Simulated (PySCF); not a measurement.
BH₃N, multiplicity 2. Atoms are numbered in the order given.

```xyz
5

B     -0.0139    -0.6916     0.0000
N      0.0536     0.6354     0.0000
H      0.9743    -1.3737     0.0000
H     -1.0988    -1.2228     0.0000
H     -0.1815     1.6069     0.0000
```
Charge 0, spin multiplicity 2.

Coordinates come from a B3LYP-D3(BJ)/def2-TZVP optimisation. The isomer is the one that the SMILES or the coordinates give; other isomers of the formula were not compared.

These are TDA-PBE/def2-TZVPD run with PySCF values and carry that method's errors.

Vertical excitations. Isolated molecule, no solvent.

Task: Give excitation energies, oscillator strengths and character. (An estimate is asked for; the answer gives what the named calculation found.)

Result: 
| state | energy (eV) | λ (nm) | f | main pairs |
|---|---|---|---|---|
| root 1 | 2.45 | 505 | 0.000 | β HOMO→LUMO 99 % |
| root 2 | 4.83 | 257 | 0.052 | α HOMO−1→LUMO 5 %, β HOMO−1→LUMO 87 % |
| root 3 | 5.41 | 229 | 0.000 | α HOMO→LUMO 99 % |
| root 4 | 5.70 | 217 | 0.002 | α HOMO−1→LUMO 46 %, β HOMO→LUMO+1 53 % |
| root 5 | 5.91 | 210 | 0.031 | β HOMO−2→LUMO 93 % |
| root 6 | 6.13 | 202 | 0.004 | α HOMO→LUMO+1 96 % |
| root 7 | 6.82 | 182 | 0.023 | α HOMO→LUMO+2 100 % |
| root 8 | 7.08 | 175 | 0.011 | α HOMO−1→LUMO+1 13 %, β HOMO→LUMO+2 86 % |
| root 9 | 7.40 | 168 | 0.050 | α HOMO−1→LUMO+1 85 %, β HOMO→LUMO+2 14 % |
| root 10 | 7.83 | 158 | 0.000 | α HOMO−1→LUMO+2 8 %, β HOMO→LUMO+3 89 % |
Unrestricted roots are not spin-pure.
